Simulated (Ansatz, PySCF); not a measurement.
Process, species as SMILES: O=C=S [sulfanylidenemethanone] → O=C=S as triplet, charge 0
Structures are relaxed separately at B3LYP-D3(BJ)/def2-TZVP in Ansatz (a first-principles code). A spin state is the lowest found, not a proven ground state.

Wanted: adiabatic triplet-singlet gap (0 K, with B3LYP-D3(BJ) harmonic zero-point energies from PySCF), in kcal/mol. Cores are frozen in the correlated levels unless marked. UHF or UKS for open shells. Spin-orbit coupling is left out. Non-relativistic. CBS(X,Y): correlation extrapolated as X^-3; Hartree-Fock from the larger set.

```json
[
 {"level": "PBE-D4/def2-TZVPD", "program": "Ansatz + dftd4", "adiabatic triplet-singlet gap (kcal/mol)": "73.6"},
 {"level": "revPBE-D3(BJ)/def2-TZVPD", "program": "Ansatz + dftd3", "adiabatic triplet-singlet gap (kcal/mol)": "72.1"},
 {"level": "TPSS/def2-TZVPD", "program": "PySCF", "adiabatic triplet-singlet gap (kcal/mol)": "(withheld)"},
 {"level": "PBE0/def2-QZVPP", "program": "Ansatz", "adiabatic triplet-singlet gap (kcal/mol)": "72.3"},
 {"level": "SCS-MP2/cc-pV(D+d)Z", "program": "Ansatz", "adiabatic triplet-singlet gap (kcal/mol)": "77.8"},
 {"level": "SCS-MP2/cc-pV(T+d)Z", "program": "Ansatz", "adiabatic triplet-singlet gap (kcal/mol)": "80.6"},
 {"level": "CCSD/aug-cc-pV(T+d)Z", "program": "Ansatz", "adiabatic triplet-singlet gap (kcal/mol)": "(withheld)"},
 {"level": "CCSD(T)/CBS(cc-pV(T+d)Z,cc-pV(Q+d)Z)", "program": "Ansatz", "adiabatic triplet-singlet gap (kcal/mol)": "(withheld)"}
]
```

Task: What belongs in the gaps?

Result: 
- TPSS/def2-TZVPD, adiabatic triplet-singlet gap (kcal/mol): 71.9
- CCSD/aug-cc-pV(T+d)Z, adiabatic triplet-singlet gap (kcal/mol): 71.1
- CCSD(T)/CBS(cc-pV(T+d)Z,cc-pV(Q+d)Z), adiabatic triplet-singlet gap (kcal/mol): 76.0
